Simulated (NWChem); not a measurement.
The numbers come from NWChem runs, not from measurements. System: AlCl, charge 0, spin multiplicity 1, at a geometry optimised with PBE/def2-SVP. The structure started from a generated list of species. Level: RHF/def2-TZVP.

The NWChem input:

```
start mol
memory heap 200 mb stack 900 mb global 1100 mb
geometry units angstroms nocenter noautoz
  Al     0.000000     0.000000    -1.225276
  Cl     0.000000     0.000000     0.936976
  symmetry group C2v
end
basis spherical
  * library def2-tzvp
end
scf
  rhf
  nopen 0
  maxiter 100
  thresh 1e-7
  semidirect memsize 60000000 filesize 0
end
task scf energy
```

NWChem printed:

```
             Northwest Computational Chemistry Package (NWChem) 7.3.0
             --------------------------------------------------------

                                NWChem Input Module
                                -------------------

 Scaling coordinates for geometry "geometry" by  1.889725989
 (inverse scale =  0.529177249)

 Turning off AUTOSYM since
 SYMMETRY directive was detected!

                             Geometry "geometry" -> ""
                             -------------------------

 Output coordinates in angstroms (scale by  1.889725989 to convert to a.u.)

  No.       Tag          Charge          X              Y              Z
 ---- ---------------- ---------- -------------- -------------- --------------
    1 Al                  13.0000     0.00000000     0.00000000    -1.22527600
    2 Cl                  17.0000     0.00000000     0.00000000     0.93697600

 Effective nuclear repulsion energy (a.u.)      54.0862822784

            Nuclear Dipole moment (a.u.)
            ----------------------------
        X                 Y               Z
 ---------------- ---------------- ----------------
     0.0000000000     0.0000000000     0.0000075589

      Symmetry information
      --------------------

 Group name             C2v
 Group number             16
 Group order               4
 No. of unique centers     2

      Symmetry unique atoms

     1    2


 Summary of "ao basis" -> "" (spherical)
 ------------------------------------------------------------------------------
       Tag                 Description            Shells   Functions and Types
 ---------------- ------------------------------  ------  ---------------------
 *                         def2-tzvp                  on all atoms

 Summary of "ao basis" -> "ao basis" (spherical)
 ------------------------------------------------------------------------------
       Tag                 Description            Shells   Functions and Types
 ---------------- ------------------------------  ------  ---------------------
 Al                        def2-tzvp                13       37   5s5p2d1f
[...]
    52      0.524411  2 Cl px                55      0.346275  2 Cl px
    49      0.240185  2 Cl px                43     -0.191670  2 Cl px

 Vector   14  Occ=2.000000D+00  E=-4.564958D-01  Symmetry=b2
              MO Center=  1.7D-32,  3.4D-16,  8.3D-01, r^2= 1.3D+00
   Bfn.  Coefficient  Atom+Function         Bfn.  Coefficient  Atom+Function
  ----- ------------  ---------------      ----- ------------  ---------------
    53      0.524411  2 Cl py                56      0.346275  2 Cl py
    50      0.240185  2 Cl py                44     -0.191670  2 Cl py

 Vector   15  Occ=2.000000D+00  E=-3.321500D-01  Symmetry=a1
              MO Center= -1.4D-15,  1.9D-15, -1.4D+00, r^2= 3.0D+00
   Bfn.  Coefficient  Atom+Function         Bfn.  Coefficient  Atom+Function
  ----- ------------  ---------------      ----- ------------  ---------------
     4      0.560208  1 Al s                  5      0.486362  1 Al s
     3     -0.287532  1 Al s                 17     -0.228839  1 Al pz
    54      0.227844  2 Cl pz                57      0.192216  2 Cl pz

 Vector   16  Occ=0.000000D+00  E= 3.492446D-02  Symmetry=b2
              MO Center= -4.0D-31, -2.8D-15, -1.3D+00, r^2= 4.9D+00
   Bfn.  Coefficient  Atom+Function         Bfn.  Coefficient  Atom+Function
  ----- ------------  ---------------      ----- ------------  ---------------
    19      0.848960  1 Al py                16      0.281610  1 Al py
    56     -0.246370  2 Cl py

 Vector   17  Occ=0.000000D+00  E= 3.492446D-02  Symmetry=b1
              MO Center=  1.8D-16, -5.3D-32, -1.3D+00, r^2= 4.9D+00
   Bfn.  Coefficient  Atom+Function         Bfn.  Coefficient  Atom+Function
  ----- ------------  ---------------      ----- ------------  ---------------
    18      0.848960  1 Al px                15      0.281610  1 Al px
    55     -0.246370  2 Cl px

 Vector   18  Occ=0.000000D+00  E= 1.148602D-01  Symmetry=a1
              MO Center= -4.0D-16, -9.3D-16, -1.1D+00, r^2= 6.6D+00
   Bfn.  Coefficient  Atom+Function         Bfn.  Coefficient  Atom+Function
  ----- ------------  ---------------      ----- ------------  ---------------
    20      1.192196  1 Al pz                42     -0.777896  2 Cl s
     5      0.598825  1 Al s                 57      0.325287  2 Cl pz

 center of mass
 --------------
 x =   0.00000000 y =   0.00000000 z =  -0.00899437

 moments of inertia (a.u.)
 ------------------
         254.281243033074           0.000000000000           0.000000000000
           0.000000000000         254.281243033074           0.000000000000
           0.000000000000           0.000000000000           0.000000000000

  Mulliken analysis of the total density
  --------------------------------------

    Atom       Charge   Shell Charges
 -----------   ------   -------------------------------------------------------
    1 Al  13    12.63   2.00  0.66  1.31  1.12  0.77  2.90  2.28  0.81  0.41  0.17  0.07  0.08  0.03
    2 Cl  17    17.37   2.01  0.45  1.52  1.08  0.86  4.18  1.69  1.07  2.87  1.62  0.00  0.02  0.00

       Multipole analysis of the density wrt the origin
       ------------------------------------------------

     L   x y z        total         open         nuclear
     -   - - -        -----         ----         -------
     0   0 0 0     -0.000000      0.000000     30.000000

     1   1 0 0      0.000000      0.000000      0.000000
     1   0 1 0     -0.000000      0.000000      0.000000
     1   0 0 1     -0.656427      0.000000      0.000008

     2   2 0 0    -18.052056      0.000000      0.000000
     2   1 1 0     -0.000000      0.000000      0.000000
     2   1 0 1      0.000000      0.000000      0.000000
     2   0 2 0    -18.052056      0.000000      0.000000
     2   0 1 1      0.000000      0.000000      0.000000
     2   0 0 2    -21.529080      0.000000    122.993258

 Task  times  cpu:        1.7s     wall:        1.7s

 Total times  cpu:        1.7s     wall:        1.7s
```
